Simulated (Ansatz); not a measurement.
Ansatz (a quantum-chemistry and plane-wave program) input:
A basis named .json is the Basis Set Exchange file of that set.

Ansatz 0.2 input:
```yaml
crystal:
  periodic: [false, false, false]
  atoms:
    - {symbol: C, position_ang: [-1.22816544, -0.29876083, 1.31132917]}
    - {symbol: C, position_ang: [-0.70120989, -0.33617771, -0.12678135]}
    - {symbol: C, position_ang: [-1.04199170, 0.97527270, -0.84060954]}
    - {symbol: C, position_ang: [-1.33833065, -1.51023594, -0.87726181]}
    - {symbol: C, position_ang: [0.83448421, -0.54844468, -0.11734888]}
    - {symbol: C, position_ang: [1.60370103, 0.48894394, 0.57460521]}
    - {symbol: C, position_ang: [2.52145517, 1.38723757, 0.34344096]}
    - {symbol: H, position_ang: [-0.99297937, -1.22556584, 1.83985950]}
    - {symbol: H, position_ang: [-0.78453994, 0.52740546, 1.86924280]}
    - {symbol: H, position_ang: [-2.31288118, -0.17260610, 1.31972479]}
    - {symbol: H, position_ang: [-2.12326194, 1.12410182, -0.87259641]}
    - {symbol: H, position_ang: [-0.59577313, 1.82948164, -0.33004483]}
    - {symbol: H, position_ang: [-0.67323926, 0.96858380, -1.86922338]}
    - {symbol: H, position_ang: [-2.42456597, -1.40388079, -0.90836914]}
    - {symbol: H, position_ang: [-1.10828119, -2.46058297, -0.38993316]}
    - {symbol: H, position_ang: [-0.97741711, -1.56306067, -1.90703791]}
    - {symbol: H, position_ang: [1.04689746, -1.52074126, 0.34020614]}
    - {symbol: H, position_ang: [1.18952846, -0.61213967, -1.15900952]}
    - {symbol: H, position_ang: [2.90870032, 2.04179652, 1.11768995]}
    - {symbol: H, position_ang: [2.94815669, 1.52019792, -0.65475142]}
basis:
  gaussian:
    orbitals: cc-pVQZ
    fitting: {mean_field: def2-universal-jkfit, correlation: cc-pVQZ-RIFIT.json}
magnetization: {spin_polarized: true, initial_magnetization: 1}
correlation: {method: mp2, electrons: outside_noble_gas}
```

Task: Which total energy does the run end on?

Result: -273.92165 Eh (RI-MP2/cc-pVQZ). The basis has 775 functions.

It need not be the lowest isomer of its formula.

The determinant is spin-contaminated: <S^2> is 0.91 against 0.75 for a pure state.
